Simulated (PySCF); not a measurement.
## Finite-field polarisability of S (sulfur, neutral)

[Ne] 3s2 3p4, high-spin 3P determinant. All numbers are calculated (PySCF 2.14, no relativity, point nucleus, in aug-cc-pwCVDZ (6s5p3d, 36 functions)). Frozen: [Ne]. Energy changes in a uniform field (μhartree):

| axis | F (au) | HF | MP2 | CCSD | CCSD(T) |
| --- | --- | --- | --- | --- | --- |
| x | 0.0035 | -102.088 | -101.817 | -101.787 | -102.120 |
| x | 0.007 | -408.426 | -407.354 | -407.237 | -408.571 |
| y | 0.0032 | -103.109 | -105.713 | -107.054 | -107.739 |
| y | 0.0064 | -412.617 | -423.066 | -428.439 | -431.188 |

By symmetry the remaining axis equals x.

(1) Derive α along x at CCSD(T) from the two fields.

(2) And the mean polarisability at each level?

CCSD(T) lies more than 5 % below the reference, which points to too few diffuse and polarisation functions.

A double-zeta set is small for polarisabilities.

Answers

(1) With ΔE = −αF²/2 − γF⁴/24, α = −(16 ΔE(F) − ΔE(2F))/(6F²) = 16.67 bohr³.

(2) The components xx, yy, zz at CCSD(T) are 16.67, 21.04, 16.67, the third axis being equal by symmetry to one of the two computed. Means: HF 17.82, MP2 17.96, CCSD 18.05, CCSD(T) 18.13 bohr³. Reference: 19.4 ± 0.1 bohr³ (recommended; Schwerdtfeger and Nagle, table of static dipole polarizabilities (2023 update)).
